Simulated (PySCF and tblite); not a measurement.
The numbers below are computed, except where a source is named.
## Rearrangement: stationary points, barriers and rates

System: C2H3F3GeO2, numbered as in [O:1]=[C:2]([O:3][GeH3:4])[C:5]([F:6])([F:7])[F:8].

Motion: shift of Ge4 from O3 to O1. Level: PBE0/pcSseg-1 + D3(BJ) on PBE0-D3(BJ)/def2-SVP stationary points, with GFN2-xTB thermal terms. Rate constants are transition-state-theory values, counting equivalent paths, without tunnelling. (PySCF 2.14 with density fitting, tblite 0.8.)

| point | symmetry | E(GFN2) kcal/mol | E(DFT) kcal/mol | ZPE change kcal/mol | lowest mode cm⁻¹ | dipole D |
| --- | --- | --- | --- | --- | --- | --- |
| start | Cs | 0.0 | 0.0 | 0.00 | 22 | 3.45 |
| saddle | Cs | 9.3 | 14.7 | -0.67 | 268i | 2.03 |
| end | Cs | 0.0 | 0.0 | 0.00 | 22 | 3.45 |

| Quantity | Value |
| --- | --- |
| Electronic barrier | 14.7 kcal/mol |
| Barrier with zero-point energy | 14.0 kcal/mol |
| ΔH‡ (298 K) | 13.7 kcal/mol |
| ΔS‡ (298 K, symmetry apart) | -0.6 cal/(mol K) |
| Paths | 2 equivalent paths |
| End point | the same structure with atoms interchanged, or its mirror image |
| Mean lifetime of the start against this motion at 298 K | 1.2 ms |
| Cost | 4.2 min on 1 thread of Arm Neoverse V1 (shared host) (rough), peak memory 0.88 GiB, launched as `OMP_NUM_THREADS=1 python ens_run.py task.json out` |

```json
{"T/K": "150", "ΔG‡ kcal/mol": "13.9", "k s⁻¹": "3.4×10⁻⁸"}
{"T/K": "200", "ΔG‡ kcal/mol": "13.9", "k s⁻¹": "0.0055"}
{"T/K": "250", "ΔG‡ kcal/mol": "13.9", "k s⁻¹": "7.6"}
{"T/K": "298", "ΔG‡ kcal/mol": "13.9", "k s⁻¹": "809"}
{"T/K": "350", "ΔG‡ kcal/mol": "13.9", "k s⁻¹": "3×10⁴"}
{"T/K": "400", "ΔG‡ kcal/mol": "14.0", "k s⁻¹": "4×10⁵"}
{"T/K": "500", "ΔG‡ kcal/mol": "14.1", "k s⁻¹": "1.5×10⁷"}
```

ΔG and ΔG‡ leave out symmetry numbers and mirror images; rates count paths: 2 out.

Spin–orbit effects of heavy atoms on shieldings are missing.
